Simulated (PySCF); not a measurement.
# A search over the determinants of SnBi⁺

Unrestricted PBE0; Sn def2-SVP with ECP28, Bi def2-SVP with ECP60; scalar-relativistic core potentials (PySCF 2.14). Outer shells of the fragments: Sn 4d10 5s2 5p2; Bi+ 5d10 6s2 6p2.

Followed along the bond (rough minima from three points):

| 2Ms+1 | unpaired | ⟨S²⟩ at the start | R at minimum (Å) | Te (eV) |
| --- | --- | --- | --- | --- |
| 3 | π ↑↑ | 2.01 | 2.88 | 0.00 |
| 1 | π ↑↓ | 1.00 | 2.88 | 0.24 |
| 3 | σ ↑, π ↑ | 2.35 | 2.75 | 0.67 |
| 1 | none | 0.00 | 2.88 | 0.87 |
| 1 | σ ↓, π ↑ | 1.33 | 2.75 | 0.88 |

Solutions found at the starting distance of 2.910 Å, counted from the lowest of them; the search is not exhaustive and high or unbound solutions are not listed, so other states can lie among these:

```tsv
2Ms+1	unpaired	term	E (eV)	⟨S²⟩	⟨Lz²⟩	μ (D)
3	π ↑↑	³Σ⁻	0.00	2.01	0.00	-3.16
1	π ↑↓	mixed	0.25	1.00	2.01	-2.97
3	σ ↑, π ↑	mixed	0.75	2.35	1.01	-3.03
1	none	mixed	0.87	0.00	2.00	-2.53
1	σ ↓, π ↑	mixed	0.98	1.33	1.01	-2.99
5	σ ↑, π ↑↑↑	⁵Π	1.24	6.01	1.00	-1.98
3	σ ↑, π ↑↑↓	mixed	1.82	3.01	3.01	-1.93
3	σ ↓, π ↑↑↑	mixed	1.88	3.01	1.00	-1.83
3	π ↑↑	mixed	2.03	2.00	2.01	0.09
5	σ ↑↑, π ↑↑	⁵Σ⁻	3.47	6.00	0.00	-2.94
5	π ↑↑↑↑	⁵Σ⁺	4.13	6.01	0.00	1.00
1	σ ↓↓, π ↑↑	mixed	4.25	2.01	0.00	-3.12
3	σ ↑, π ↑	³Π	4.46	2.00	1.00	-1.41
1	σ ↓, π ↑	mixed	4.60	1.00	1.00	-1.60
```

A term symbol is given only where ⟨S²⟩ and ⟨Lz²⟩ are close to those of a pure state; real π, δ and φ orbitals otherwise mix terms. A positive dipole points towards Bi; it is taken about the centre of mass and depends on that origin.

Spin–orbit coupling is left out, which matters for elements this heavy, above all for dissociation energies.
